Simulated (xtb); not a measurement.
H$_{5}$O$_{6}$Si$_{2}$, doublet, at a GFN2-xTB geometry; GFN2-xTB with GBSA(acetonitrile) in xtb.

xtb was given this input:
```
$ xtb mol.xyz --gfn 2 --uhf 1 --gbsa acetonitrile --json

# file mol.xyz
13

O      2.61728890    -0.43864607    -0.75338711
Si     1.54075433     0.74931123    -0.42222508
O      1.64399013     0.99967682     1.19418823
O      0.03058598     0.32008352    -0.81310671
Si    -1.21669970    -0.29577899     0.05183208
O     -1.24421804     0.40035486     1.51029094
O     -1.04061958    -1.90097724     0.18083183
O     -2.58806207    -0.02095453    -0.76140456
H      2.47207528    -1.00548236    -1.50638325
H      2.44267513     0.71598213     1.63621696
H     -0.39500160     0.64026863     1.88164247
H     -1.52834686    -2.45596103    -0.42028312
H     -2.87988961     0.87944209    -0.86499168
```

It wrote (shortened):

```
   ID    Z sym.   atoms
    1    8 O      1, 3, 4, 6-8
    2   14 Si     2, 5
    3    1 H      9-13

           -------------------------------------------------
          |                Calculation Setup                |
           -------------------------------------------------

molecular fragmentation (1/2 indicates fragments):
1111111211112
# atoms in fragment 1/2:    11     2
 fragment masses (1/2) :      140.20       17.01
CMA distance (Bohr)    :   5.752
constraining FC (au)   :  0.0500

           -------------------------------------------------
          |                 G F N 2 - x T B                 |
           -------------------------------------------------

      * Solvation model:               GBSA
        Solvent                        acetonitrile
        Parameter file                 internal GFN2-xTB/GBSA
        Dielectric constant                3.7500E+01
        Reference state                gsolv [1 M gas/solution]
        Free energy shift                  2.0473E-03 Eh       1.2847E+00 kcal/mol
        Temperature                        2.9815E+02 K
        Density                            7.8600E-01 kg/L
        Solvent mass                       4.1050E+01 g/mol
        Interaction kernel             Still
        Born radius scaling (c1)           1.5800E+00
        Born radii integrator          GBOBC
        Born offset                        1.3788E-02 a0       2.6056E-02 AA
        H-bond correction              true
        Ion screening                  false
        Surface tension                    1.0000E-05 Eh       1.5569E+01 dyn/cm
        Grid points                               230 per atom

          ...................................................
          :                      SETUP                      :
          :.................................................:
          :  # basis functions                  49          :
          :  # atomic orbitals                  47          :
          :  # shells                           23          :
          :  # electrons                        49          :
          :  max. iterations                   250          :
          :  Hamiltonian                  GFN2-xTB          :
          :  restarted?                      false          :
          :  GBSA solvation                   true          :
          :  PC potential                    false          :
          :  electronic temp.          300.0000000     K    :
          :  accuracy                    1.0000000          :
          :  -> integral cutoff          0.2500000E+02      :
          :  -> integral neglect         0.1000000E-07      :
          :  -> SCF convergence          0.1000000E-05 Eh   :
          :  -> wf. convergence          0.1000000E-03 e    :
          :  Broyden damping             0.4000000          :
          :  net charge                          0          :
          :  unpaired electrons                  1          :
          ...................................................

 iter      E             dE          RMSdq      gap      omega  full diag
   1    -30.8411070 -0.308411E+02  0.803E+00    4.79       0.0  T
   2    -30.8758803 -0.347733E-01  0.478E+00    4.77       1.0  T
   3    -30.8760634 -0.183101E-03  0.106E+00    4.83       1.0  T
   4    -30.8827958 -0.673235E-02  0.790E-01    4.77       1.0  T
   5    -30.8843208 -0.152497E-02  0.231E-01    4.80       1.0  T
   6    -30.8843564 -0.356594E-04  0.142E-01    4.80       1.0  T
   7    -30.8842226  0.133788E-03  0.127E-01    4.80       1.0  T
   8    -30.8844050 -0.182326E-03  0.307E-02    4.80       1.0  T
   9    -30.8844062 -0.124111E-05  0.195E-02    4.80       1.4  T
  10    -30.8844086 -0.238194E-05  0.862E-03    4.80       3.2  T
  11    -30.8844092 -0.651393E-06  0.158E-03    4.80      17.5  T
  12    -30.8844092  0.101025E-09  0.908E-04    4.80      30.5  T
  13    -30.8844092 -0.561721E-08  0.487E-04    4.80      56.9  T

   *** convergence criteria satisfied after 13 iterations ***

         :::::::::::::::::::::::::::::::::::::::::::::::::::::
         ::                     SUMMARY                     ::
         :::::::::::::::::::::::::::::::::::::::::::::::::::::
         :: total energy             -30.702656681840 Eh    ::
         :: total w/o Gsasa/hb       -30.689598261215 Eh    ::
         :: gradient norm              0.013645897940 Eh/a0 ::
         :: HOMO-LUMO gap              4.797703656816 eV    ::
         ::.................................................::
         :: SCC energy               -30.884380119893 Eh    ::
         :: -> isotropic ES            0.191943135810 Eh    ::
         :: -> anisotropic ES         -0.018428359184 Eh    ::
         :: -> anisotropic XC         -0.004721709514 Eh    ::
         :: -> dispersion             -0.010014653460 Eh    ::
         :: -> Gsolv                  -0.021384888488 Eh    ::
         ::    -> Gelec               -0.008326467863 Eh    ::
         ::    -> Gsasa               -0.001473848308 Eh    ::
         ::    -> Ghb                 -0.013631847669 Eh    ::
         ::    -> Gshift               0.002047275352 Eh    ::
         :: repulsion energy           0.181723438053 Eh    ::
         :: add. restraining           0.000000000000 Eh    ::
         :: total charge               0.000000000000 e     ::
         :::::::::::::::::::::::::::::::::::::::::::::::::::::

           -------------------------------------------------
          |                Property Printout                |
           -------------------------------------------------

    * Orbital Energies and Occupations

         #    Occupation            Energy/Eh            Energy/eV
      -------------------------------------------------------------
         1        2.0000           -0.8185765             -22.2746
       ...           ...                  ...                  ...
        13        2.0000           -0.5153338             -14.0229
        14        2.0000           -0.5021202             -13.6634
        15        2.0000           -0.4961302             -13.5004
        16        2.0000           -0.4942059             -13.4480
        17        2.0000           -0.4872739             -13.2594
        18        2.0000           -0.4853196             -13.2062
        19        2.0000           -0.4747818             -12.9195
        20        2.0000           -0.4687886             -12.7564
        21        2.0000           -0.4658910             -12.6775
        22        2.0000           -0.4595271             -12.5044
        23        2.0000           -0.4533696             -12.3368
        24        2.0000           -0.4507100             -12.2644
        25        1.0000           -0.2944346              -8.0120 (HOMO)
        26                         -0.1181222              -3.2143 (LUMO)
        27                         -0.1144169              -3.1134
        28                         -0.0651540              -1.7729
        29                         -0.0461376              -1.2555
        30                         -0.0371388              -1.0106
        31                         -0.0044972              -0.1224
        32                          0.0603646               1.6426
        33                          0.0778620               2.1187
        34                          0.0991531               2.6981
        35                          0.1344403               3.6583
        36                          0.1533447               4.1727
       ...                                ...                  ...
        47                          0.9497317              25.8435
      -------------------------------------------------------------
                  HL-Gap            0.1763124 Eh            4.7977 eV
             Fermi-level           -0.2894254 Eh           -7.8757 eV

     #   Z          covCN         q      C6AA      α(0)
     1   8 O        1.575    -0.494    22.805     6.444
     2  14 Si       2.521     0.559   172.925    28.823
     3   8 O        1.575    -0.509    23.147     6.492
     4   8 O        1.539    -0.492    22.808     6.443
     5  14 Si       3.305     0.716   112.971    21.539
     6   8 O        1.576    -0.513    23.222     6.503
     7   8 O        1.576    -0.512    23.213     6.501
     8   8 O        1.576    -0.525    23.494     6.541
     9   1 H        0.810     0.353     0.581     1.197
    10   1 H        0.811     0.357     0.570     1.186
    11   1 H        0.815     0.350     0.588     1.203
    12   1 H        0.813     0.357     0.570     1.185
    13   1 H        0.813     0.353     0.581     1.197

 Mol. C6AA /au·bohr⁶  :       3049.768364
 Mol. C8AA /au·bohr⁸  :     113302.942266
 Mol. α(0) /au        :         95.252451

Wiberg/Mayer (AO) data.
largest (>0.10) Wiberg bond orders for each atom

 ---------------------------------------------------------------------------
     #   Z sym  total        # sym  WBO       # sym  WBO       # sym  WBO
 ---------------------------------------------------------------------------
     1   8 O    2.162 --     2 Si   1.195     9 H    0.855
     2  14 Si   3.451 --     1 O    1.195     3 O    1.179     4 O    1.031
     3   8 O    2.144 --     2 Si   1.179    10 H    0.851
     4   8 O    2.244 --     2 Si   1.031     5 Si   0.990
     5  14 Si   4.404 --     6 O    1.139     7 O    1.132     8 O    1.116
                             4 O    0.990
     6   8 O    2.133 --     5 Si   1.139    11 H    0.853
     7   8 O    2.132 --     5 Si   1.132    12 H    0.857
     8   8 O    2.115 --     5 Si   1.116    13 H    0.862
     9   1 H    0.876 --     1 O    0.855
    10   1 H    0.872 --     3 O    0.851
    11   1 H    0.878 --     6 O    0.853
    12   1 H    0.872 --     7 O    0.857
    13   1 H    0.876 --     8 O    0.862
 ---------------------------------------------------------------------------

Topologies differ in total number of bonds
Writing topology from bond orders to xtbtopo.mol

molecular dipole:
                 x           y           z       tot (Debye)
 q only:        0.798       0.178      -0.466
   full:        0.636      -0.138      -0.436       1.990
molecular quadrupole (traceless):
                xx          xy          yy          xz          yz          zz
 q only:        0.411      -0.269       0.596       3.021       2.687      -1.007
  q+dip:       -1.868      -3.342       1.172       5.090       3.901       0.696
   full:        0.044      -2.630       0.144       5.579       4.694      -0.188

           -------------------------------------------------
          | TOTAL ENERGY              -30.702656681840 Eh   |
          | GRADIENT NORM               0.013645897940 Eh/α |
          | HOMO-LUMO GAP               4.797703656816 eV   |
           -------------------------------------------------

normal termination of xtb
```
